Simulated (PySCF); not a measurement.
# One molecule, several mistakes: Cl2GeH2O

All numbers below are calculated, not measured. They come from PySCF 2.14.0, an open-source quantum chemistry program, on an isolated molecule that a program drew, which may never have been made. The molecule is Cl2GeH2O (charge 0, singlet), drawn as the SMILES string `[OH][GeH]([Cl])[Cl]`.

Each row is a Hartree-Fock (HF) and frozen-core CCSD(T) single point in the cc-pV(D+d)Z basis, meant for a local HF minimum. Run 1 is clean. Each other run has one planted mistake out of seven kinds, and not every kind appears here: one electron removed, one electron added, multiplicity raised by two, geometry at a saddle point, minimal basis STO-3G, one bond length entered in bohr, all coordinates scaled. The reference is restricted for singlets and unrestricted otherwise, and also for a bond in bohr. Adding or removing an electron swaps singlet and doublet. Electrons count all cores. HOMO and LUMO are orbital energies over both spins, the gradient is its largest component, and the lowest frequency (negative if imaginary) is given only where the gradient is small. Bond lengths are over the 5 bonds as drawn. T1 is the CCSD diagnostic: over 0.02 (restricted) or 0.045 (unrestricted) a single reference is doubtful. Germanium has the cc-pVDZ-PP basis, with a core potential (ECP10MDF) in place of its 10 inner electrons, and its 3s, 3p and 3d shells are frozen in CCSD(T).

Geometry of the clean run:
```xyz
6
Cl2GeH2O, angstrom
O    -0.1220    1.0775    2.1817
Ge    0.5214    1.7627    0.7102
Cl   -0.9471    1.6240   -0.8476
Cl    0.9246    3.8489    1.0071
H    -0.9182    1.4678    2.5170
H     1.7760    1.0192    0.3360
```

| run | electrons | basis functions | <S^2> | HOMO (eV) | LUMO (eV) | gradient (hartree/bohr) | lowest frequency (cm^-1) | mean bond (Å) | longest bond (Å) | T1 | HF (hartree) | CCSD(T) (hartree) | mistake |
|---|---|---|---|---|---|---|---|---|---|---|---|---|---|
| 1 | 76 | 93 | 0.000 | -12.56 | 3.09 | 2.3e-05 | 161 | 1.6981 | 2.145 | 0.0106 | -1288.53003 | -1289.13402 | no fault |
| 2 | 76 | 93 | 0.000 | -12.56 | 3.54 | 1.5e-02 | - | 1.6709 | 2.111 | 0.0102 | -1288.52809 | -1289.12963 | all coordinates scaled |
| 3 | 75 | 93 | 0.760 | -17.76 | -9.55 | 8.1e-02 | - | 1.6981 | 2.145 | 0.0661 | -1288.12164 | -1288.71405 | one electron removed |
| 4 | 77 | 93 | 0.761 | 1.49 | 8.97 | 9.7e-02 | - | 1.6981 | 2.145 | 0.0170 | -1288.44489 | -1289.06046 | one electron added |
| 5 | 76 | 93 | 2.017 | -4.99 | -3.02 | 1.3e-01 | - | 1.6981 | 2.145 | 0.0365 | -1288.27181 | -1288.86947 | ? |

**Which mistake was planted in run 5, and what did it cost?**

Electrons, basis and geometry are unchanged, and <S^2> is 2.017, beside S(S+1) = 2.00 for a multiplicity of 3. So the mistake is: multiplicity raised by two. Subtracting run 1 and multiplying by 627.51 kcal/mol a hartree, the energy moved by 162.0 kcal/mol in HF and 166.0 kcal/mol in CCSD(T).

Cautions from the logs. Run 3: T1 is over the limit, so its CCSD(T) energy is less reliable; run 4: the HOMO is above zero, so the electron isn't bound and the energy depends on the basis.
